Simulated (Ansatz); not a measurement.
Reaction (hydrogenolysis of the Si–Si bond): `N=CC[SiH2][SiH3]` + H₂ → `N=CC[SiH3]` + SiH₄

Gas-phase electronic energies from Ansatz, PBE0-D4/def2-TZVP geometries. CCSD(T)/CBS is the MP2 limit (def2-TZVPP, def2-QZVPP) plus CCSD(T) − MP2 in def2-TZVPP, frozen cores. This one scheme is used for every species. Each species was taken in one conformer, which may not be the lowest.

```csv
species,CCSD(T)/CBS(def2) energy (Eh)
`N=CC[SiH2][SiH3]`,-714.35192
H₂,-1.17544
`N=CC[SiH3]`,-424.07126
SiH₄,-291.46306
```

(1) Work out ΔE.

Largest T1 diagnostic among the species: 0.013.

Results:

(1) ΔE = (-424.07126) + (-291.46306) − (-714.35192) − (-1.17544) = -0.00696 Eh = -4.4 kcal/mol.

The D4 term adds +3.1 kcal/mol with B3LYP and +1.8 kcal/mol with PBE0; it sums over pairs of atoms, weighted by their polarisabilities, and B3LYP, whose exchange is more repulsive, gets the larger term. From PBE to PBE0 (25 % exact exchange), in def2-TZVPP and without D4, ΔE moves by −1.3 kcal/mol.

B3LYP here is the variant with VWN-RPA as its local correlation; programs differ in this.
